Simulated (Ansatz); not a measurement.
Reaction (formal exchange of groups at a Ge–F bond): `[F][Ge][F]` + `CCCC` → `[F][GeH]` + `CCC(C)F`

Isolated molecules relaxed with PBE0-D4/def2-TZVP in Ansatz; ΔE leaves out vibrations. CCSD(T)/CBS is the MP2 limit (def2-TZVPP, def2-QZVPP) plus CCSD(T) − MP2 in def2-TZVPP, frozen cores. Functionals use def2-TZVPP. HSE06 is defined as in plane-wave codes. For Ge outer-core shells are correlated without core-valence functions, which leaves a few kJ/mol of doubt a bond. Scalar relativity is left out up to krypton. One conformer a species, not always the lowest.

```tsv
level	ΔE (kcal/mol)
r2SCAN0-D4	49.9
HSE06-D4	49.2
BHLYP-D4	49.1
B2PLYP	51.3
HSE06	49.3
CCSD(T)/def2-SVP	47.4
CCSD/def2-TZVPP	49.2
MP2/CBS(def2)	54.4
```

Question: What does CCSD(T)/CBS give? (Best estimate.)

Answer: Computed: +50.9 kcal/mol. The listed levels differ from it by -1.0, -1.7, -1.8, 0.4, -1.6, -3.5, -1.7, 3.5 kcal/mol.

Largest T1 diagnostic among the species: 0.015.

In def2-TZVPP, CCSD(T) changes the Hartree–Fock value by +2.7 kcal/mol (the triples alone add +0.5 kcal/mol) and MP2 by +6.2 kcal/mol. From PBE to PBE0 (25 % exact exchange), in def2-TZVPP and without D4, ΔE moves by −0.7 kcal/mol.
